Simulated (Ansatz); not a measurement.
Basis-set series for CH4ClSSi (`C[SiH]([S])Cl`) radical. Charge 0, multiplicity 2. All single points use the PBE0-D4/def2-TZVP geometry.

```tsv
atom	x (Å)	y (Å)	z (Å)
C1	0.583	0.742	-0.426
Si2	-0.445	-0.545	0.436
S3	0.376	-2.462	0.097
Cl4	-2.390	-0.370	-0.221
H5	0.146	1.729	-0.254
H6	1.605	0.730	-0.043
H7	0.606	0.559	-1.501
H8	-0.482	-0.382	1.910
```

| functional | basis | functions | energy (Eh) | HOMO (eV) | LUMO (eV) |
| --- | --- | --- | --- | --- | --- |
| PBE0-D4 | def2-TZVPP | 213 | -1188.04790 | -7.59 | -4.73 |
| PBE0-D4 | def2-QZVPP | 387 | -1188.08567 | -7.63 | -4.76 |
| ωB97M-V | def2-TZVPP | 213 | -1188.41203 | -9.79 | -2.76 |
| ωB97M-V | def2-QZVPP | 387 | -1188.44784 | -9.84 | -2.81 |

(1) Give the rows for def2-SVP. (An estimate is asked.)

Answers

(1) Ansatz gave: 
| functional | basis | functions | energy (Eh) | HOMO (eV) | LUMO (eV) |
| --- | --- | --- | --- | --- | --- |
| PBE0-D4 | def2-SVP | 88 | -1187.60188 | -7.45 | -4.67 |
| ωB97M-V | def2-SVP | 88 | -1187.96555 | -9.62 | -2.58 |

HOMO and LUMO are taken over both spins.
